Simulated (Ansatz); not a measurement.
Basis-set extrapolation for CH4BO2 (`CO[B]O`) radical (PBE0-D4/def2-TZVP geometry, frozen core, the Gaussian-basis code of Ansatz). Multiplicity 2, UHF reference.

|  | def2-TZVPP | def2-QZVPP |
| --- | --- | --- |
| HF | -214.733877 | -214.744465 |
| MP2 correlation | -0.720067 | -0.775229 |
| CCSD(T) correlation | -0.769202 | -0.820350 |

Energies in hartree. Use E(X) = E(∞) + A·exp(−7.88·√X) for Hartree–Fock and E(X) = E(∞) + B·X^(−2.97) for correlation, with X = 3 and 4.

**Question.** What is the CCSD(T) energy at the basis-set limit?

**Answer.** HF limit: -214.744465 + (-0.010588) × 0.13774 = -214.74592. Correlation limit: -0.820350 + (-0.051148) × 0.74074 = -0.85824. Total: -215.60416 hartree, 2.75 eV below CCSD(T)/def2-TZVPP.
